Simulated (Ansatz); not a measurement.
`[OH][AlH][AlH2]` + propane → `C[CH](C)[AlH][OH]` + `[AlH3]` at 500 K and 1 bar (formal exchange of groups at the Al–Al bond).

Calculated with Ansatz (gas phase, PBE0-D4/def2-TZVP geometries, no zero-point term in ΔE). CCSD(T)/CBS adds triple-zeta CCSD(T) − MP2 to the extrapolated MP2 energy (def2 sets, frozen cores). This one scheme is used for every species. One conformer a species, not always the lowest.

| species | CCSD(T)/CBS energy (Eh) | H − E (kJ/mol) | S (J/(mol·K)) |
| --- | --- | --- | --- |
| `[OH][AlH][AlH2]` | -561.63147 | 128.2 | 376.8 |
| `CCC` | -118.98051 | 304.1 | 314.1 |
| `C[CH](C)[AlH][OH]` | -436.82132 | 351.7 | 445.6 |
| `[AlH3]` | -243.78045 | 68.7 | 232.2 |

H − E and S are ideal-gas, rigid-rotor, harmonic terms from PBE0-D4/def2-TZVP, for one conformer and one mirror image of each species. 1 Eh = 2625.50 kJ/mol, R = 8.31446 J/(mol·K).

**Question.** By hand: ΔE, ΔH, ΔS and ΔG.

**Answer.** ΔE = (-436.82132) + (-243.78045) − (-561.63147) − (-118.98051) = 0.01021 Eh = 26.8 kJ/mol. Δ(H − E) = 351.7 + 68.7 − 128.2 − 304.1 = -11.9, so ΔH = 14.9 kJ/mol. ΔS = 445.6 + 232.2 − 376.8 − 314.1 = -13.1 J/(mol·K). ΔG = 14.9 − 500 × (-13.1)/1000 = 21.4 kJ/mol.

**Question.** By hand: the equilibrium constant, and the temperature at which ΔG would vanish if ΔH and ΔS stayed fixed.

**Answer.** log₁₀ K = −ΔG/(RT ln 10) = -2.2. ΔH and −TΔS have one sign here, so there is no such temperature.

TΔS isn't small against ΔH here. A doubt of 5 kJ/mol in ΔE shifts log₁₀ K by 0.5 here. Other conformers and mirror images would add mixing entropy, several J/(mol·K) or more a flexible species. Modes under 60 cm⁻¹, often nearly free rotors, make the harmonic entropy too high. These are equilibria of isolated gas molecules and say nothing of rates. Largest T1 diagnostic: 0.013 (customary marks: 0.02 for closed shells, 0.045 for open ones).
